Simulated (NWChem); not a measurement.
Molecule: CH₄BeO; SMILES [BeH][O]C

```xyz
7

Be    -0.0122     1.6436    -0.0028
H     -0.0322     2.9825    -0.0063
O      0.0085     0.2406     0.0015
C     -0.0041    -1.1430    -0.0006
H      0.8911    -1.5553     0.5177
H     -0.9064    -1.5394     0.5177
H     -0.0073    -1.5449    -1.0391
```
Atoms are numbered in this order, from 1.

Coordinates come from a PBE-D3(BJ)/def2-SVP optimisation.

 Unshifted, non-relativistic core excitations; the lowest 4 roots alone, so stronger bands may lie above.

**Question.** List the first C K-edge excitations from PBE/def2-TZVP, restricted-window TDA (NWChem).

**Answer.** 
| state | energy (eV) | dipole oscillator strength | leading excitation (squared amplitude) |
|---|---|---|---|
| S1 | 270.2 | 0.0007 | 1s of atom 4 or its equivalents → LUMO (0.59) |
| S2 | 270.2 | 0.0006 | 1s of atom 4 or its equivalents → LUMO+1 (0.56) |
| S3 | 270.3 | 0.0032 | 1s of atom 4 or its equivalents → LUMO+2 (0.80) |
| S4 | 271.9 | 0.0000 | 1s of atom 4 or its equivalents → LUMO+3 (0.94) |
